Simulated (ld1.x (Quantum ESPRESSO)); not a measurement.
# Before and after: TM potential for molybdenum (Mo)

ld1.x (Quantum ESPRESSO) 7.5 input, shortened:

```
&input
   title='Mo', zed=42., rel=1, dft='PBE', iswitch=3,
   config='[Kr] 4d4 5s0 5p0'
 /
 &inputp
   pseudotype=2, tm=.true., lloc=0,
   nlcc=.false.
 /
3
4P  2  1   6.00   0.00  1.70  1.70  0.0
4D  3  2   4.00   0.00  1.45  1.45  0.0
4S  1  0   2.00   0.00  1.65  1.65  0.0
 &test
   configts(1)='4s2 4p6 4d4 5s0 5p0'
 /
```

All-electron outer shells of the reference configuration (PBE, scalar-relativistic, ld1.x):

| shell | level (eV) | outermost node (bohr) | outermost maximum (bohr) |
| --- | --- | --- | --- |
| 3d | -239.60 | – | 0.32 |
| 4s | -82.75 | 0.51 | 0.99 |
| 4p | -56.75 | 0.52 | 1.06 |
| 4d | -20.83 | 0.53 | 1.35 |
| 5s | -17.70 | 1.32 | 2.62 |
| 5p | -12.69 | 1.49 | 3.12 |

Change: all radii scaled by about 1.10 (s 1.82, p 1.88, d 1.60 bohr).

Cutoffs: the cutoffs (Ry, on a coarse ladder) from which the occupation-weighted sum of valence levels, in a spherical-Bessel basis at the reference potential, stays within 10 and 1 mRy of its value at 400 Ry; they do not see the model core or the augmentation charge, which bear on the density cutoff. Errors are all-electron minus pseudo energies relative to the spin-unpolarised reference configuration.

Task: What does the change do?

Result: The potential gets softer (50 Ry and 70 Ry → 45 Ry and 60 Ry); of the 7 tests that both files solve, the error grows in 7 and shrinks in 0 by more than 15 % and 0.3 meV (median size 423.7 → 667.5 meV); neither file shows a bound ghost at the reference potential, the only one tested. A larger radius leaves more room for a smooth pseudo-wave, so fewer plane waves are needed. More of the atom is replaced by a form fitted at one configuration, so other configurations suffer.

| quantity | base | changed |
| --- | --- | --- |
| cutoff, loose | 50 Ry | 45 Ry |
| cutoff, tight | 70 Ry | 60 Ry |
| loose cutoff by channel (10 mRy a level) | p 21 Ry, d 35 Ry, s 30 Ry | p 21 Ry, d 35 Ry, s 25 Ry |
| bound ghosts | none | none |
| error for 4s2 4p6 4d5 5s1 5p0, meV [ΔE -22.35 eV] | +730 | +1153 |
| error for 4s2 4p6 4d5 5s0 5p0, meV [ΔE -15.46 eV] | +16 | +27 |
| error for 4s2 4p6 4d3 5s0 5p0, meV [ΔE 26.74 eV] | +27 | +42 |
| error for 4s2 4p6 4d5 5s0.5 5p0, meV [ΔE -19.62 eV] | +424 | +668 |
| error for 4s2 4p6 4d4 5s1 5p0, meV [ΔE -14.29 eV] | +1085 | +1672 |
| error for 4s2 4p6 4d5 5s0 5p1, meV [ΔE -19.21 eV] | +144 | +226 |
| error for 4s2 4p6 4d4 5s2 5p0, meV [ΔE -22.15 eV] | +1703 | +2637 |

Changed file: These tests converged, but a pseudo level misses the all-electron one widely, so the file describes the atom poorly there or has found another state: 4s2 4p6 4d3 5s0 5p0: empty 5s by 2.9 eV.
